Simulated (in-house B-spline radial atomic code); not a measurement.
Yb⁺. Computed with a B-spline radial atomic code. Model: all-electron spherical atom, spin shells full or empty, radial basis limit, no spin-orbit coupling, Breit or QED, empty-state partial waves extrapolated as (l+1/2)^-4, RPA, G0W0 and static COHSEX of the highest shell as one setting changes (uncorrelated shells keep exact exchange).

Empty levels are discrete states of a finite basis, so the steps are uneven.

Without the two-electron picture change, core correlation of heavy ions comes too large.

Given: element Yb; charge 1; filled core Xe; hamiltonian one-electron scalar X2C; mean-field start Hartree-Fock; highest l of empty states 9; nuclear rms radius 5.3108 fm; lowest nl shells left uncorrelated 0; highest mean-field shell 6s up; box radius 23.78 bohr.

Shell: 4f 7 7, 6s 1 0 (electrons up and down).

```tsv
highest empty level kept (hartree)	RPA correlation energy (hartree)	G0W0 level (eV)	G0W0 minus most complete (meV)	COHSEX level (eV)	linearised minus solved G0W0 (meV)
1.33	-0.23464	-11.978	266	-12.469	0.1
2.67	-0.42695	-12.062	181.7	-12.617	0.2
4.67	?	?	?	?	?
8	-1.121	-12.159	85.5	-12.797	0.2
13.33	-1.5209	-12.187	57.3	-12.858	0.2
24	?	?	?	?	?
40	-2.6208	-12.223	21.5	-12.938	0.2
80	-3.3463	-12.233	10.7	-12.965	0.2
160	-4.0936	-12.239	5	-12.982	0.2
333.33	-4.756	-12.242	2.3	-12.992	0.2
800	-5.2847	-12.243	0.7	-12.997	0.2
2666.7	-5.6887	-12.244	0	-12.999	0.2
```

Problem. What follows for highest empty level kept = 24?

Solution. RPA correlation energy -2.0097 hartree; G0W0 level -12.208 eV; G0W0 minus most complete 36.4 meV; COHSEX level -12.905 eV; linearised minus solved G0W0 0.2 meV.

Problem. What follows for highest empty level kept = 4.67?

Solution. RPA correlation energy -0.69845 hartree; G0W0 level -12.113 eV; G0W0 minus most complete 131.3 meV; COHSEX level -12.709 eV; linearised minus solved G0W0 0.2 meV.
